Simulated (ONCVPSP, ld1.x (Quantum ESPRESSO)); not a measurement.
## Potentials for P (Z = 15) compared

Generated with ld1.x 7.5 (TM, RRKJ, ultrasoft, PAW), atompaw 4.2 or ONCVPSP 4.0.1. The cutoff is in Ry: for ld1.x and atompaw files where the sum of valence levels is converged to 10 mRy in a Bessel basis, for ONCV files where the hardest occupied wave has 1 mHa per electron of residual kinetic energy. The error is the largest all-electron minus pseudo excitation energy over each file’s own four to seven test configurations (ionisations up to +4, promotions, holes and added fractions of an electron), all of which were solved. The labels leave out finer settings (local radius, basis sizes, second energies), which also bear on the numbers. Spin-polarised tests are not counted. The rows are a selection from randomly drawn settings: files with unsolved tests, undetermined cutoffs or missed reference levels are left out.

```tsv
potential	cutoff (Ry)	largest error (meV)	bound ghosts
ONCV, PBE, scalar-relativistic, rc 1.36/1.80 (sp), local smoothed, core correction yes, reference 3s1.5 3p3.5, qcut 5.2/4.2, projectors 2/3	21	+9.3	none
TM, BLYP, non-relativistic, rc 1.25/1.90/1.60 (spd), local smoothed, core correction yes, reference 3s2 3p3	45	+167	none
TM, PBE, scalar-relativistic, rc 1.10/1.70/1.75 (spd), local s, core correction no, reference 3s2 3p3	70	+140	none
ONCV, PBEsol, fully relativistic, rc 0.70/1.05/0.58 (spd), local d, core correction no, reference 2s2 2p6 3s2 3p2.5, qcut 17.7/14/13.1, projectors 2/3/0	206	+11	none
ONCV, Wu-Cohen, non-relativistic, rc 1.00/0.75 (sp), local smoothed, core correction yes, reference 2s2 2p6 3s2 3p2.75, qcut 9.9/14.2, projectors 2/2	421	-476	none
```

Question: Fill in the row for P: TM, PBEsol, scalar-relativistic, rc 1.20/2.05/1.65 (spd), local s, core correction yes, reference 3s2 3p3.

Answer: cutoff 50 Ry, largest error +105 meV, bound ghosts: none.

Question: Fill in the row for P: TM, LDA (PZ), non-relativistic, rc 1.35/1.85 (sp), local smoothed, core correction no, reference 3s1 3p4.

Answer: cutoff 18 Ry, largest error +484 meV, bound ghosts: none.

Question: Fill in the row for P: ONCV, PBE, scalar-relativistic, rc 0.80/0.95/0.85 (spd), local smoothed, core correction no, reference 2s2 2p6 3s2 3p3, qcut 13.4/15.2/10.5, projectors 2/2/2.

Answer: cutoff 180 Ry, largest error +11 meV, bound ghosts: none.
